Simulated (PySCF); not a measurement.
CH8Si2, triplet, at the geometry of the source list (a higher spin typed on purpose: for a closed-shell molecule this is an excited state); MP2/6-31G* (PySCF).

Here is a job for PySCF.
```python
from pyscf import gto, scf, mp

mol = gto.Mole()
mol.atom = '''
    Si    1.44550000    0.72650000    0.01360000
    C     0.23090000   -0.72850000   -0.12920000
    Si   -1.59710000   -0.24800000    0.07130000
    H     2.82320000    0.25020000   -0.15520000
    H     1.15270000    1.71520000   -1.02630000
    H     1.31490000    1.34820000    1.33300000
    H     0.48530000   -1.47850000    0.62030000
    H     0.36710000   -1.21120000   -1.09740000
    H    -1.96900000    0.71540000   -0.96690000
    H    -1.80660000    0.34830000    1.39230000
    H    -2.44690000   -1.43760000   -0.05530000
'''
mol.basis = '6-31g*'
mol.spin = 2
mol.verbose = 4
mol.build()

mf = scf.UHF(mol)
mf.kernel()

pt = mp.MP2(mf)
pt.kernel()
print('E(MP2) = %.10f' % pt.e_tot)
```

What the program printed (banner, timings and long lists left out):

```
PySCF version 2.14.0

[INPUT] verbose = 4
[INPUT] num. atoms = 11
[INPUT] num. electrons = 42
[INPUT] charge = 0
[INPUT] spin (= nelec alpha-beta = 2S) = 2
[INPUT] symmetry False subgroup None
[INPUT] Mole.unit = angstrom
[INPUT] Symbol           X                Y                Z      unit          X                Y                Z       unit  Magmom
[INPUT]  1 Si     1.445500000000   0.726500000000   0.013600000000 AA    2.731599113059   1.372886029497   0.025700275294 Bohr   0.0
[INPUT]  2 C      0.230900000000  -0.728500000000  -0.129200000000 AA    0.436337762162  -1.376665481746  -0.244152615294 Bohr   0.0
[INPUT]  3 Si    -1.597100000000  -0.248000000000   0.071300000000 AA   -3.018081593543  -0.468652078892   0.134737472681 Bohr   0.0
[INPUT]  4 H      2.823200000000   0.250200000000  -0.155200000000 AA    5.335074794872   0.472809476366  -0.293285494532 Bohr   0.0
[INPUT]  5 H      1.152700000000   1.715200000000  -1.026300000000 AA    2.178287303786   3.241258248854  -1.939425921641 Bohr   0.0
[INPUT]  6 H      1.314900000000   1.348200000000   1.333000000000 AA    2.484800881191   2.547728761139   2.519004924045 Bohr   0.0
[INPUT]  7 H      0.485300000000  -1.478500000000   0.620300000000 AA    0.917084088251  -2.793960075169   1.172197115068 Bohr   0.0
[INPUT]  8 H      0.367100000000  -1.211200000000  -1.097400000000 AA    0.693718460328  -2.288836282073  -2.073785449098 Bohr   0.0
[INPUT]  9 H     -1.969000000000   0.715400000000  -0.966900000000 AA   -3.720870739269   1.351910069514  -1.827176189842 Bohr   0.0
[INPUT] 10 H     -1.806600000000   0.348300000000   1.392300000000 AA   -3.413979216639   0.658191609186   2.631065683232 Bohr   0.0
[INPUT] 11 H     -2.446900000000  -1.437600000000  -0.055300000000 AA   -4.623970854198  -2.716670276675  -0.104501854688 Bohr   0.0

nuclear repulsion = 150.622586199536
number of shells = 38
number of NR pGTOs = 161
number of NR cGTOs = 66
basis = 6-31g*
ecp = {}

******** <class 'pyscf.scf.uhf.UHF'> ********
method = UHF
initial guess = minao
damping factor = 0
level_shift factor = 0
DIIS = <class 'pyscf.scf.diis.CDIIS'>
diis_start_cycle = 1
diis_space = 8
diis_damp = 0
SCF conv_tol = 1e-09
SCF conv_tol_grad = None
SCF max_cycles = 50
direct_scf = True
direct_scf_tol = 1e-13
number electrons alpha = 22  beta = 20
Set gradient conv threshold to 3.16228e-05
init E= -620.124897233424

cycle= 1 E= -619.982894445817  delta_E= 0.142  |g|= 0.231  |ddm|= 3.71

cycle= 2 E= -620.035466292894  delta_E= -0.0526  |g|= 0.0818  |ddm|= 0.675

cycle= 3 E= -620.04354014509  delta_E= -0.00807  |g|= 0.0421  |ddm|= 0.233

cycle= 4 E= -620.04625566511  delta_E= -0.00272  |g|= 0.0162  |ddm|= 0.113

cycle= 5 E= -620.047254426053  delta_E= -0.000999  |g|= 0.00917  |ddm|= 0.0612

cycle= 6 E= -620.047656761145  delta_E= -0.000402  |g|= 0.00442  |ddm|= 0.057

cycle= 7 E= -620.047745720996  delta_E= -8.9e-05  |g|= 0.00154  |ddm|= 0.0422

cycle= 8 E= -620.047753623552  delta_E= -7.9e-06  |g|= 0.000523  |ddm|= 0.0133

cycle= 9 E= -620.047754438001  delta_E= -8.14e-07  |g|= 0.000159  |ddm|= 0.00373

cycle= 10 E= -620.047754506068  delta_E= -6.81e-08  |g|= 5.66e-05  |ddm|= 0.00132

cycle= 11 E= -620.047754519371  delta_E= -1.33e-08  |g|= 2.68e-05  |ddm|= 0.000999

cycle= 12 E= -620.047754524533  delta_E= -5.16e-09  |g|= 1.58e-05  |ddm|= 0.000739

cycle= 13 E= -620.047754527435  delta_E= -2.9e-09  |g|= 1.12e-05  |ddm|= 0.00058

cycle= 14 E= -620.04775452921  delta_E= -1.77e-09  |g|= 8.23e-06  |ddm|= 0.000484

cycle= 15 E= -620.047754530797  delta_E= -1.59e-09  |g|= 4.55e-06  |ddm|= 0.000726

cycle= 16 E= -620.047754531156  delta_E= -3.59e-10  |g|= 3.19e-06  |ddm|= 0.000362

Extra cycle  E= -620.047754531203  delta_E= -4.71e-11  |g|= 3.17e-06  |ddm|= 3.52e-05
converged SCF energy = -620.047754531203  <S^2> = 2.0158323  2S+1 = 3.0105364

******** <class 'pyscf.mp.ump2.UMP2'> ********
nocc = (np.int64(22), np.int64(20)), nmo = (66, 66)
E(UMP2) = -620.351705556156  E_corr = -0.30395102495262
E(SCS-UMP2) = -620.357613847667  E_corr = -0.309859316463449
E_corr(same-spin) = -0.0633252847842633
E_corr(oppo-spin) = -0.240625740168357
E(MP2) = -620.3517055562
```
